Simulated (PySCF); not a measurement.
Working out the ionisation energy of Te

Te [Kr] 4d10 5s2 5p4 (3P) → Te+ [Kr] 4d10 5s2 5p3 (4S). Calculation: PySCF 2.14, in x2c-QZVPPall (13s9p7d4f1g, 112 functions); scalar relativity by spin-free X2C-1e. Frozen: [Kr] 4d10. Energies in hartree (1 hartree = 27.21139 eV):

```tsv
part	Te (lower)	Te+ (upper)
UHF	-6790.944564	-6790.660415
CCSD correlation	-0.110317	-0.079476
(T)	-0.004036	-0.002639
```

Q: What does Hartree-Fock give?

A: (-6790.660415) − (-6790.944564) = 0.284149 hartree = 7.732 eV.

Q: What do CCSD and CCSD(T) give?

A: The CCSD correlation energies differ by 0.030841 hartree = 0.839 eV and the triples by 0.001397 hartree = 0.038 eV, so CCSD gives 8.571 eV and CCSD(T) 8.609 eV.

Measured between the centres of the two terms (NIST): 8.749 eV, so CCSD(T) (valence) is off by -0.140 eV.

What remains against the reference includes basis incompleteness, the frozen core and higher excitations.
